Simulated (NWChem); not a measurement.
System: CH4SSi, singlet; SMILES C[Si]S

```xyz
7

Si    -0.7347    -0.5379     0.3047
C      0.8153    -1.6181     0.0264
H      1.1778    -1.9294     1.0243
H      1.6548    -1.1560    -0.5155
H      0.5226    -2.5497    -0.4874
S      0.1841     1.3199    -0.2372
H     -0.8883     2.1136    -0.0144
```
Atoms are numbered in this order, from 1.

Program: NWChem. Low-valent species are run as closed-shell singlets; no triplet was tried in these runs. The geometry was optimised at PBE0/def2-SVP. Solvent water, SMD (1 M gas to 1 M solution), gas-phase geometry. Reactions with the solvent are ignored.

```
level              basis functions  solvation free energy (kcal/mol)  cavity-dispersion-structure term (kcal/mol)  dipole in solution (D)  relative time
-----------------  ---------------  --------------------------------  -------------------------------------------  ----------------------  -------------
B3LYP/cc-pVDZ                   70                              -0.7                                          1.7                    0.57              1
B3LYP/aug-cc-pVDZ              113                              -0.9                                          1.7                    0.75              2
B3LYP/cc-pVTZ                  154                              -0.8                                          1.7                    0.70              3
B3LYP/aug-cc-pVTZ              238                              -0.9                                          1.7                    0.75              4
```

Relative times are rough (shared machine, one core).
